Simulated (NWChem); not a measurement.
System: CuCl; SMILES [Cu][Cl]

Here is an NWChem input.

```
start job
memory heap 200 mb stack 900 mb global 1100 mb
geometry units angstroms
  Cu    -0.434367    -0.414968    -0.422341
  Cl     0.778561     0.743790     0.757005
end
basis spherical
  * library def2-tzvp
end
dft
  xc pbe0
  disp vdw 4
  iterations 150
end
driver
  maxiter 120
end
task dft optimize
task dft freq
```

NWChem printed, in part:

```
             Northwest Computational Chemistry Package (NWChem) 7.3.0
             --------------------------------------------------------

 ORDER OF PRIMARY AXIS IS BEING SET TO 4
 C4V symmetry detected

                             Geometry "geometry" -> ""
                             -------------------------

 Output coordinates in angstroms (scale by  1.889725989 to convert to a.u.)

  No.       Tag          Charge          X              Y              Z
 ---- ---------------- ---------- -------------- -------------- --------------
    1 Cu                  29.0000     0.00000000     0.00000000    -0.75781341
    2 Cl                  17.0000     0.00000000     0.00000000     1.29274052

 Effective nuclear repulsion energy (a.u.)     127.2262971618

      Symmetry information
      --------------------

 Group name             C4v
 Group number             18
 Group order               8
 No. of unique centers     2

                                Z-matrix (autoz)
                                --------

 Units are Angstrom for bonds and degrees for angles

      Type          Name      I     J     K     L     M      Value
      ----------- --------  ----- ----- ----- ----- ----- ----------
    1 Stretch                  1     2                       2.05055

                           NWChem Geometry Optimization
                           ----------------------------

 maximum gradient threshold         (gmax) =   0.000450
 rms gradient threshold             (grms) =   0.000300
 maximum cartesian step threshold   (xmax) =   0.001800
 rms cartesian step threshold       (xrms) =   0.001200
 fixed trust radius                (trust) =   0.300000
 source of zmatrix                         =   autoz

          -------------------
          Energy Minimization
          -------------------

 Using diagonal initial Hessian
 Scaling for Hessian diagonals: bonds = 1.00  angles = 0.25  torsions = 0.10

          --------
          Step   0

                                 NWChem DFT Module
                                 -----------------

 Summary of "ao basis" -> "ao basis" (spherical)
 ------------------------------------------------------------------------------
       Tag                 Description            Shells   Functions and Types
 ---------------- ------------------------------  ------  ---------------------
 Cu                        def2-tzvp                15       45   6s4p4d1f
 Cl                        def2-tzvp                13       37   5s5p2d1f

      Symmetry analysis of basis
      --------------------------

        a1         28
        a2          0
        b1          8
        b2          8
        e          38

            General Information
            -------------------
          SCF calculation type: DFT
          Wavefunction type:  closed shell.
          No. of atoms     :     2
          No. of electrons :    46
           Alpha electrons :    23
            Beta electrons :    23
          Charge           :     0
          Spin multiplicity:     1
          Use of symmetry is: on ; symmetry adaption is: on
          Maximum number of iterations: 150
          AO basis - number of functions:    82
                     number of shells:    28
          Convergence on energy requested:  1.00D-06
          Convergence on density requested:  1.00D-05
          Convergence on gradient requested:  5.00D-04

              XC Information
              --------------
                         PBE0 Method XC Functional
                     Hartree-Fock (Exact) Exchange  0.250
          PerdewBurkeErnzerhof Exchange Functional  0.750
            Perdew 1991 LDA Correlation Functional  1.000 local
           PerdewBurkeErnz. Correlation Functional  1.000 non-local

             Grid Information
             ----------------
          Grid used for XC integration:  medium
          Radial quadrature: Mura-Knowles
          Angular quadrature: Lebedev.
          Tag              B.-S. Rad. Rad. Pts. Rad. Cut. Ang. Pts.
          ---              ---------- --------- --------- ---------
          Cu                  1.35      112           8.0       590
          Cl                  1.00       88           9.0       590
          Grid pruning is: on
          Number of quadrature shells:   200
          Spatial weights used:  Erf1

           DFT-D3BJ Model
          s6 scale factor  :        1.000000000000
          s8 scale factor  :        1.217700000000
          a1 parameter     :        0.414500000000
          a2 parameter     :        4.859300000000
              vdW contrib  :       -0.000944220235

      Superposition of Atomic Density Guess
      -------------------------------------

 Sum of atomic energies:       -2098.39564362

      Non-variational initial energy
      ------------------------------

 Total energy =   -2098.196906
 1-e energy   =   -3172.059758
 2-e energy   =     946.636555
 HOMO         =      -0.448592
 LUMO         =      -0.166276

      Symmetry analysis of molecular orbitals - initial
      -------------------------------------------------

 !! scf_movecs_sym_adapt:   16 vectors were symmetry contaminated

  Symmetry fudging

 !! scf_movecs_sym_adapt:   16 vectors were symmetry contaminated

  Numbering of irreducible representations:

     1 a1          2 a2          3 b1          4 b2          5 e

  Orbital symmetries:

     1 a1          2 a1          3 a1          4 a1          5 e
     6 e           7 a1          8 a1          9 e          10 e
    11 a1         12 a1         13 e          14 e          15 a1
    16 a1         17 e          18 e          19 b1         20 b2
    21 a1         22 e          23 e          24 a1         25 a1
    26 e          27 e          28 a1         29 b1         30 b2
    31 e          32 e          33 a1

   convergence    iter        energy       DeltaE   RMS-Dens  Diis-err
 ---------------- ----- ----------------- --------- --------- ---------
 d= 0,ls=0.0,diis     1  -2100.2284791122 -2.23D+03  2.82D-02  2.81D+00
 d= 0,ls=0.0,diis     2  -2097.1846550881  3.04D+00  2.53D-02  6.78D+01
 d= 0,ls=0.0,diis     3  -2100.3690125683 -3.18D+00  3.26D-03  4.51D-02
 d= 0,ls=0.0,diis     4  -2100.3682909040  7.22D-04  1.60D-03  6.10D-02
 d= 0,ls=0.0,diis     5  -2100.3742001339 -5.91D-03  3.02D-04  3.60D-03

 !! scf_movecs_sym_adapt:    2 vectors were symmetry contaminated

  Symmetry fudging
  Resetting Diis
 d= 0,ls=0.0,diis     6  -2100.3743860036 -1.86D-04  8.16D-05  1.22D-04
 d= 0,ls=0.0,diis     7  -2100.3743962848 -1.03D-05  4.46D-05  2.92D-05
 d= 0,ls=0.0,diis     8  -2100.3743911958  5.09D-06  3.11D-05  1.70D-04

 !! scf_movecs_sym_adapt:    2 vectors were symmetry contaminated

  Symmetry fudging
 d= 0,ls=0.0,diis     9  -2100.3743977282 -6.53D-06  7.05D-06  2.09D-06

 !! scf_movecs_sym_adapt:    2 vectors were symmetry contaminated

  Symmetry fudging
 d= 0,ls=0.0,diis    10  -2100.3743978928 -1.65D-07  1.29D-06  1.44D-08

         Total DFT energy =    -2100.374397892784
      One electron energy =    -3177.572653347845
           Coulomb energy =     1045.107371874491
    Exchange-Corr. energy =      -95.134469360946
 Nuclear repulsion energy =      127.226297161752

    Dispersion correction =       -0.000944220235

 Numeric. integr. density =       45.999999561697

                  Occupations of the irreducible representations
                  ----------------------------------------------

                     irrep           alpha         beta
                     --------     --------     --------
                     a1               11.0         11.0
                     a2                0.0          0.0
                     b1                1.0          1.0
                     b2                1.0          1.0
                     e                10.0         10.0

                       DFT Final Molecular Orbital Analysis
                       ------------------------------------

 Vector   21  Occ=2.000000D+00  E=-2.834092D-01  Symmetry=a1
              MO Center= -2.9D-16,  1.3D-14, -1.6D-01, r^2= 1.8D+00
   Bfn.  Coefficient  Atom+Function         Bfn.  Coefficient  Atom+Function
  ----- ------------  ---------------      ----- ------------  ---------------
    21      0.483584  1 Cu d  0               5     -0.345849  1 Cu s
    62      0.283937  2 Cl pz                26      0.281263  1 Cu d  0
    65      0.194991  2 Cl pz                31      0.178506  1 Cu d  0
    59      0.125280  2 Cl pz                 3      0.111681  1 Cu s
    53     -0.105565  2 Cl pz                 4      0.098577  1 Cu s

 Vector   22  Occ=2.000000D+00  E=-2.721875D-01  Symmetry=e
              MO Center=  1.1D-15, -1.9D-15,  6.7D-01, r^2= 1.9D+00
   Bfn.  Coefficient  Atom+Function         Bfn.  Coefficient  Atom+Function
  ----- ------------  ---------------      ----- ------------  ---------------
    61      0.426189  2 Cl py                20     -0.343697  1 Cu d -1
    64      0.327282  2 Cl py                58      0.206886  2 Cl py
    25     -0.198883  1 Cu d -1              52     -0.166442  2 Cl py
    60     -0.138755  2 Cl px                30     -0.116603  1 Cu d -1
    22     -0.111898  1 Cu d  1              63     -0.106554  2 Cl px

 Vector   23  Occ=2.000000D+00  E=-2.721875D-01  Symmetry=e
              MO Center= -2.2D-14, -8.1D-14,  6.7D-01, r^2= 1.9D+00
   Bfn.  Coefficient  Atom+Function         Bfn.  Coefficient  Atom+Function
  ----- ------------  ---------------      ----- ------------  ---------------
    60      0.426189  2 Cl px                22      0.343697  1 Cu d  1
    63      0.327282  2 Cl px                57      0.206886  2 Cl px
    27      0.198883  1 Cu d  1              51     -0.166442  2 Cl px
    61      0.138755  2 Cl py                32      0.116603  1 Cu d  1
    20     -0.111898  1 Cu d -1              64      0.106554  2 Cl py

[...]

      ----------------------
      Optimization converged
      ----------------------

  Step       Energy      Delta E   Gmax     Grms     Xrms     Xmax
  ---- ---------------- -------- -------- -------- -------- --------
@    2   -2100.37455997 -3.0D-07  0.00001  0.00001  0.00058  0.00100
                                     ok       ok       ok       ok

                                Z-matrix (autoz)
                                --------

 Units are Angstrom for bonds and degrees for angles

      Type          Name      I     J     K     L     M      Value     Gradient
      ----------- --------  ----- ----- ----- ----- ----- ---------- ----------
    1 Stretch                  1     2                       2.07589   -0.00001

                         Geometry "geometry" -> "geometry"
                         ---------------------------------

 Output coordinates in angstroms (scale by  1.889725989 to convert to a.u.)

  No.       Tag          Charge          X              Y              Z
 ---- ---------------- ---------- -------------- -------------- --------------
    1 Cu                  29.0000     0.00000000     0.00000000    -0.77048268
    2 Cl                  17.0000     0.00000000     0.00000000     1.30540979

 Effective nuclear repulsion energy (a.u.)     125.6733612212

      Symmetry information
      --------------------

 Group name             C4v
 Group number             18
 Group order               8
 No. of unique centers     2

                Final and change from initial internal coordinates
                --------------------------------------------------

                                Z-matrix (autoz)
                                --------

 Units are Angstrom for bonds and degrees for angles

      Type          Name      I     J     K     L     M      Value       Change
      ----------- --------  ----- ----- ----- ----- ----- ---------- ----------
    1 Stretch                  1     2                       2.07589    0.02534

 ==============================================================================
                                internuclear distances
 ------------------------------------------------------------------------------
       center one      |      center two      | atomic units |  angstroms
 ------------------------------------------------------------------------------
    2 Cl               |   1 Cu               |     3.92287  |     2.07589
 ------------------------------------------------------------------------------
                         number of included internuclear distances:          1
 ==============================================================================

[second-derivative integrals and response iterations left out]

  Vibrational analysis via the FX method

  See chapter 2 in "Molecular Vibrations" by Wilson, Decius and Cross

  Vib: Default input used

 ---------------------------- Atom information ----------------------------
     atom    #        X              Y              Z            mass
 --------------------------------------------------------------------------
    Cu       1  0.0000000D+00  0.0000000D+00 -1.4560011D+00  6.2929800D+01
    Cl       2  0.0000000D+00  0.0000000D+00  2.4668668D+00  3.4968850D+01
 --------------------------------------------------------------------------

[unprojected Hessian and modes left out]

        Vibrational analysis via the FX method
  --- with translations and rotations projected out ---
  --- via the Eckart algorithm                      ---
 Dependent rotation vector no.                    3
  found in ECKART; assuming linear geometry
 Projected Nuclear Hessian trans-rot subspace norm:1.9259D-34
                         (should be close to zero!)

[projected Hessian left out]

 Rotational Constants
 --------------------
 A=   0.000000 cm-1  (  0.000000 K)
 B=   0.174032 cm-1  (  0.250388 K)
 C=   0.174032 cm-1  (  0.250388 K)

 Temperature                      =   298.15K
 frequency scaling parameter      =   1.0000

 Linear Molecule

 Zero-Point correction to Energy  =    0.569 kcal/mol  (  0.000906 au)
 Thermal correction to Energy     =    2.244 kcal/mol  (  0.003577 au)
 Thermal correction to Enthalpy   =    2.837 kcal/mol  (  0.004520 au)

 Total Entropy                    =   56.661 cal/mol-K
   - Translational                =   39.637 cal/mol-K (mol. weight =  97.8987)
   - Rotational                   =   16.054 cal/mol-K (symmetry #  =        1)
   - Vibrational                  =    0.970 cal/mol-K

 Cv (constant volume heat capacity) =    6.440 cal/mol-K
   - Translational                  =    2.979 cal/mol-K
   - Rotational                     =    1.986 cal/mol-K
   - Vibrational                    =    1.474 cal/mol-K

[normal modes left out]

 ----------------------------------------------------------------------------
 Normal Eigenvalue ||           Projected Infra Red Intensities
  Mode   [cm**-1]  || [atomic units] [(debye/angs)**2] [(KM/mol)] [arbitrary]
 ------ ---------- || -------------- ----------------- ---------- -----------
    1       -0.000 ||    0.000000           0.000         0.000       0.000
    2        0.000 ||    0.004360           0.101         4.251       5.750
    3        0.000 ||    0.004360           0.101         4.251       5.750
    4        0.000 ||    0.007847           0.181         7.650      10.349
    5        0.000 ||    0.007847           0.181         7.650      10.349
    6      397.918 ||    0.021082           0.486        20.551      27.802
 ----------------------------------------------------------------------------
```

Level: PBE0-D3(BJ)/def2-TZVP.
